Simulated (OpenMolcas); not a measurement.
An OpenMolcas run meant for Pt6+ (ANO-RCC-VDZP, X2C; inactive shells 1s 2s 2p 3s 3p 3d 4s 4p 4d 4f 5s 5p; intended active space 4 electrons in 5 orbitals (5d)). One step of its input:

```
&CASPT2
Multistate=5 1 2 3 4 5
Frozen=14 16
IPEA=0.25
Imaginary=3.0
MaxIter=60
WThr=0.0 0.3 0.05
PrWF=0.5
NoMix
```

The run finished. Its levels beside those of a sound run (SS-CASPT2, IPEA 0.25 Eh, imaginary shift 0.1 Eh (closed shells correlated: 5s 5p)), in eV above each run's lowest level:

```tsv
Level	This run	Usual run
5d⁴ ⁵D₁	1.0009	1.0204
5d⁴ ⁵D₂	1.7742	1.8015
5d⁴ ⁵D₃	2.3112	2.3367
5d⁴ ⁵D₄ [52 %]	2.5655	2.5813
5d⁴ ³H₄ [51 %]	3.8478	3.8648
5d⁴ ³G₃ [61 %]	4.4349	4.4345
5d⁴ ³F₂(1) [59 %]	4.5510	4.5281
5d⁴ ³P₁(1) [70 %]	4.7777	4.7473
5d⁴ ³H₅ [74 %]	4.7780	4.7913
5d⁴ ³H₆ [69 %]	5.1881	5.2034
5d⁴ ³G₄ [66 %]	5.5798	5.5818
5d⁴ ³G₅ [74 %]	7.0211	7.0279
5d⁴ ³D₁	7.1750	7.1573
5d⁴ ¹I₆ [69 %]	7.3641	7.3777
```

Question: Which setting is unsound, and how much does it matter here?

Answer: The level shift is far above the usual 0.1 to 0.3 hartree and damps the second-order energy. Against the sound run the excited levels shown move by 130 cm-1 on average and by 250 cm-1 at most.

CASPT2 breaks the degeneracy within a term, and the mean is taken; among the terms shown or strongly mixed into the levels shown the widest spread is 170 cm-1 (5d⁴ ¹G(1), the sound run). The basis is small and was not contracted for so high a charge. Only configurations of the active space appear.

A share in square brackets marks a mixed level and gives the weight of the term that names it, the lowest over the columns. A number in round brackets counts repeated terms of one configuration in the order of the reference energies.
